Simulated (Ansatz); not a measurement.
All numbers were calculated with Ansatz.

A structure relaxed at PBE0-D4/def2-TZVP, charge 0, multiplicity 1:

Cartesian coordinates in Å:
```
Si -0.6559 0.0265 -1.2809
C -0.2595 -0.3676 0.4966
B 1.2214 -0.4183 1.0221
N 0.4539 0.6356 1.3272
H -1.7421 1.0413 -1.4104
H 0.5558 0.5743 -1.9517
H -1.0957 -1.2074 -1.9879
H -1.0144 -0.9460 1.0350
H 2.2908 -0.9102 1.1321
H 0.2457 1.5718 1.6180
```

(1) Give its formula and SMILES.

(2) Summarise the bond lengths by kind.

## Answers

(1) CH6BNSi, `[SiH3]C1BN1`.

(2) 1 × C–Si 1.863 Å; 3 × H–Si 1.488 to 1.492 Å; 1 × B–C 1.572 Å; 1 × C–N 1.485 Å; 1 × C–H 1.093 Å; 1 × B–N 1.339 Å; 1 × B–H 1.182 Å; 1 × H–N 1.002 Å.
